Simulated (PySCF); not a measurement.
Members of one series of related molecules.

All values: CAM-B3LYP/def2-SVPD (PySCF) at GFN2-xTB geometries, gas phase, one conformer each. Core orbitals are frozen in the response; Δα² is half the sum of the squared differences of the principal polarisabilities.

Task: Rank by HOMO–LUMO gap, highest first.
A. `CCc1ccsc1`
B. `C=Nc1ccsc1`
C. `FC(F)(F)c1ccsc1`
D. `ClC1=CSC=C1`

Result: C (8.88 eV), A (8.74 eV), D (8.56 eV), B (7.64 eV).

Task: Rank by dipole moment, highest first.
A. `FC(F)(F)c1ccsc1`
B. `[F:1][CH:2]([F:3])[c:4]1[cH:5][cH:6][s:7][cH:8]1` with F1–C2–C4–C5 125°
C. `[CH2:1]=[N:2][c:3]1[cH:4][cH:5][s:6][cH:7]1` with C1–N2–C3–C4 148°
D. `[O:1]=[CH:2][O:3][c:4]1[cH:5][cH:6][s:7][cH:8]1` with O1–C2–O3–C4 0°, C2–O3–C4–C5 6°
E. `[SiH3:1][CH2:2][c:3]1[cH:4][cH:5][s:6][cH:7]1` with Si1–C2–C3–C4 -78°
F. `[CH3:1][CH2:2][c:3]1[cH:4][cH:5][s:6][cH:7]1` with C1–C2–C3–C4 76°

Result: A (2.67 D), B (2.45 D), D (1.52 D), C (1.19 D), F (0.96 D), E (0.80 D).

Task: Rank by mean static polarisability, highest first.
A. `[SiH3]Cc1ccsc1`
B. `FC(F)c1ccsc1`
C. `O=COC1=CSC=C1`
D. `CCc1ccsc1`
E. `C=Nc1ccsc1`

Result: A (15.01 Å³), D (12.76 Å³), E (12.51 Å³), C (12.00 Å³), B (11.06 Å³).

All values together:

```tsv
SMILES	formula	μ (D)	HOMO (eV)	LUMO (eV)	α (Å³)	Δα (Å³)	electrons	α per electron (Å³)
CCc1ccsc1	C6H8S	0.96	-7.97	0.78	12.76	5.84	60	0.213
C=Nc1ccsc1	C5H5NS	1.19	-7.80	-0.16	12.51	8.37	58	0.216
FC(F)(F)c1ccsc1	C5H3F3S	2.67	-8.90	-0.02	11.09	5.27	76	0.146
O=COc1ccsc1	C5H4O2S	1.52	-8.27	0.19	12.00	7.59	66	0.182
FC(F)c1ccsc1	C5H4F2S	2.45	-8.63	0.05	11.06	5.20	68	0.163
Clc1ccsc1	C4H3ClS	1.34	-8.27	0.29	11.19	6.52	60	0.186
[SiH3]Cc1ccsc1	C5H8SSi	0.80	-7.84	0.67	15.01	6.74	68	0.221
```

Conformers: `[CH3:1][CH2:2][c:3]1[cH:4][cH:5][s:6][cH:7]1` with C1–C2–C3–C4 76°; `[CH2:1]=[N:2][c:3]1[cH:4][cH:5][s:6][cH:7]1` with C1–N2–C3–C4 148°; `[O:1]=[CH:2][O:3][c:4]1[cH:5][cH:6][s:7][cH:8]1` with O1–C2–O3–C4 0°, C2–O3–C4–C5 6°; `[F:1][CH:2]([F:3])[c:4]1[cH:5][cH:6][s:7][cH:8]1` with F1–C2–C4–C5 125°; `[SiH3:1][CH2:2][c:3]1[cH:4][cH:5][s:6][cH:7]1` with Si1–C2–C3–C4 -78°.

Task: How closely does the mean polarisability follow the number of electrons in this set?

Result: The correlation coefficient is -0.14; α per electron runs from 0.146 to 0.221 Å³.
